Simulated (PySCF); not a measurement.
Compound: C4H8OSi.
Atom-mapped SMILES: `[CH2:1]=[CH:2][C:3](=[CH2:4])[O:5][SiH3:6]` (hydrogens: H7, H8 on C1; H9 on C2; H10, H11 on C4; H12, H13, H14 on Si6)

Cartesian coordinates in Å at the PBE0-D3(BJ)/def2-SVP level; atoms count from 1:
```
atom  x, y, z in Å
C1     2.2504    1.0481   -0.1566
C2     1.7072   -0.1431    0.1149
C3     0.2756   -0.4314    0.0193
C4    -0.2333   -1.6459    0.2994
O5    -0.4714    0.6281   -0.3716
Si6   -2.1333    0.6645   -0.6152
H7     1.6230    1.8849   -0.4723
H8     3.3265    1.2130   -0.0698
H9     2.3341   -0.9818    0.4314
H10   -1.3007   -1.8685    0.2313
H11    0.4307   -2.4530    0.6085
H12   -2.8553    0.3490    0.6526
H13   -2.4270    2.0533   -1.0540
H14   -2.5278   -0.3182   -1.6672
```

Computed, not measured: PBE0-D3(BJ)/def2-SVP geometry optimisation, gas phase in PySCF.

Masses are those of the commonest isotopes; rigid-rotor values at the optimised geometry. The values belong to one conformer with, in the numbering `[CH2:1]=[CH:2][C:3](=[CH2:4])[O:5][SiH3:6]`, C1–C2–C3–C4 180°, C2–C3–O5–Si6 179°.

(1) Give the principal moments of inertia and the rotational constants in MHz.

(2) What kind of rotor is it?

(3) Is it planar, by Δ = Ic − Ia − Ib?

(4) List the rotational levels J(Ka,Kc) to J = 4 (MHz).

(5) Which lines would a microwave search look for?

(6) Estimate the classical rotational partition function at 25 K, 50 K and 500 K.

Answers

(1) Ia = 93.14, Ib = 275.44, Ic = 362.60 u·Å²; 505379 MHz·u·Å²/I gives A = 5426, B = 1835, C = 1394 MHz.

(2) An asymmetric top. Ray's parameter κ = (2B − A − C)/(A − C) = -0.781; −1 is the prolate and +1 the oblate limit.

(3) Not planar: Δ = Ic − Ia − Ib = -5.99 u·Å². For a rigid frame Δ = −2 Σ m c², so Σ m c² = 2.99 u·Å² lies off the ab plane, practically all of it from hydrogen. The atom farthest from that plane is 1.23 Å away.

(4) Above 0(0,0):
J = 1: 1(0,1) 3229, 1(1,1) 6820, 1(1,0) 7261
J = 2: 2(0,2) 9648, 2(1,2) 12836, 2(1,1) 14159, 2(2,1) 24932, 2(2,0) 24970
J = 3: 3(0,3) 19183, 3(1,3) 21837, 3(1,2) 24481, 3(2,2) 34618, 3(2,1) 34807, 3(3,1) 53698, 3(3,0) 53700
J = 4: 4(0,4) 31731, 4(1,4) 33799, 4(1,3) 38195, 4(2,3) 47502, 4(2,2) 48057, 4(3,2) 66683, 4(3,1) 66698, 4(4,1) 93300, 4(4,0) 93300
Those of J = 1 are B + C, A + C and A + B.

(5) The dipole components are |μa| = 0.40 D, |μb| = 0.27 D, |μc| = 0.00 D; the mirror of this Cs structure is the ab plane, so μc vanishes by symmetry (the 0.02 D computed is a residue) and there are no c-type lines. The squared components, which scale the intensities, stand as 1.00 : 0.46 (a : b). Some lines, for components of 0.1 D or more:

| type | branch | J(Ka,Kc) | MHz | lower level (cm⁻¹) |
| --- | --- | --- | --- | --- |
| a | Q | 3(1,2) ← 3(1,3) | 2644 | 0.728 |
| a | R | 1(0,1) ← 0(0,0) | 3229 | 0.000 |
| a | R | 3(1,3) ← 2(1,2) | 9001 | 0.428 |
| b | Q | 5(2,3) ← 5(1,4) | 9554 | 1.843 |
| a | R | 3(2,2) ← 2(2,1) | 9686 | 0.832 |
| b | Q | 4(2,2) ← 4(1,3) | 9862 | 1.274 |
| b | R | 3(1,3) ← 2(0,2) | 12190 | 0.322 |
| a | R | 4(3,2) ← 3(3,1) | 12985 | 1.791 |
| b | R | 5(0,5) ← 4(1,4) | 13385 | 1.127 |
| a | R | 5(4,2) ← 4(4,1) | 16228 | 3.112 |
| a | R | 5(3,3) ← 4(3,2) | 16254 | 2.224 |
| b | Q | 3(3,0) ← 3(2,1) | 18894 | 1.161 |
| b | Q | 3(3,1) ← 3(2,2) | 19081 | 1.155 |
| b | Q | 5(3,3) ← 5(2,4) | 19376 | 2.120 |
| b | R | 5(2,4) ← 4(1,3) | 25366 | 1.274 |
| b | Q | 5(4,1) ← 5(3,2) | 26535 | 2.768 |
| b | R | 5(2,3) ← 4(1,4) | 31006 | 1.127 |
| b | R | 4(3,2) ← 3(2,1) | 31876 | 1.161 |
| b | Q | 5(5,1) ← 5(4,2) | 34225 | 3.653 |
| b | R | 4(4,1) ← 3(3,0) | 39600 | 1.791 |
| b | R | 5(4,1) ← 4(3,2) | 42846 | 2.224 |

(6) Point group Cs, symmetry number σ = 1; q = (√π/σ)·√((kT/h)³/(ABC)), k/h = 20836.6 MHz/K: 5660 at 25 K, 16000 at 50 K, 506000 at 500 K.

No PBE0-D3(BJ)/def2-SVP frequencies stand behind this structure, so it isn't proved a minimum. Zero-point vibration and centrifugal distortion are left out. A rigid rotor knows nothing of internal rotation, which can split or shift real lines.

The run took 68 s on an Arm Neoverse V1 with one thread, no GPU, shared host with 32 logical CPUs at a one-minute load of 14, and the process peaked at 0.48 GiB of memory. These figures are those of the optimisation.
